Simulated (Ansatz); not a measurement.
Geometry optimisation, Ansatz, RKS PBE0-D4/def2-SVP.

Input file:

```yaml
crystal:
  periodic: [false, false, false]
  atoms:
    - { symbol: "N", position_ang: [-0.2973, 1.3086, 0.6535] }
    - { symbol: C, position_ang: [0.1917, 0.3479, -0.2757] }
    - { symbol: Al, position_ang: [1.2324, -1.0101, 0.7221] }
    - { symbol: C, position_ang: [-0.8202, -0.2962, -1.081] }
    - { symbol: O, position_ang: [-1.8124, -0.8977, -0.543] }
    - { symbol: H, position_ang: [-0.15075, 1.01404, 1.64904] }
    - { symbol: H, position_ang: [0.32798, 2.2019, 0.56659] }
    - { symbol: H, position_ang: [0.9429, 0.863, -0.9793] }
    - { symbol: H, position_ang: [0.5592, -1.8974, 1.8872] }
    - { symbol: H, position_ang: [2.8139, -1.2199, 0.4224] }
    - { symbol: H, position_ang: [-0.8753, -0.2624, -2.1401] }
basis:
  gaussian: { orbitals: def2-SVP }
hamiltonian:
  xc: pbe0
  dispersion: d4
relax:
  f_tol: 0.015
  max_steps: 40
output:
  orbitals: {}
```

Run as:

```bash
$ ansatz run input.yaml --threads 2 --pin off --max-ram 3072MiB --backend cpu --events-out ev --progress --plain --runs-dir out
```

**Question.** Where does it end, and by what steps?

**Answer.** The forces met the threshold. After 19 steps the energy has fallen by 1.962 eV; H10 moved furthest, 0.85 Å. Joined: N1–Al3.

```
step  energy less start (eV)  largest force component (eV/Å)  accepted
   0                  0.0000                           5.226       yes
   1                 -0.4635                           3.116       yes
   2                 -0.6114                           1.981       yes
   3                 -0.7894                           0.762       yes
   4                 -0.8407                           1.017       yes
   5                 -0.9405                           0.760       yes
   6                 -1.0562                           0.776       yes
   7                 -1.2411                           1.817       yes
   8                 -1.5378                           1.854       yes
   9                 -1.6935                           2.266       yes
  10                 -1.9211                           0.519       yes
  11                 -1.9496                           0.278       yes
  12                 -1.9569                           0.256       yes
  13                 -1.9600                           0.143       yes
  14                 -1.9618                           0.069       yes
  15                 -1.9621                           0.018       yes
  16                 -1.9623                           0.022       yes
  17                 -1.9624                           0.019       yes
  18                 -1.9624                           0.022       yes
  19                 -1.9624                           0.014       yes
```

```xyz
11
Properties=species:S:1:pos:R:3
N 0.263 0.859 0.791
C 0.308 0.250 -0.566
Al 1.326 -0.813 0.817
C -1.003 -0.218 -0.970
O -1.969 -0.203 -0.227
H -0.723 0.823 1.091
H 0.620 1.810 0.852
H 0.917 0.778 -1.308
H 0.567 -2.002 1.532
H 2.880 -0.499 0.875
H -1.073 -0.632 -2.004
```

Run time: 60 s on 2 threads of Arm Neoverse V1 (shared host), peak memory 0.2 GiB.
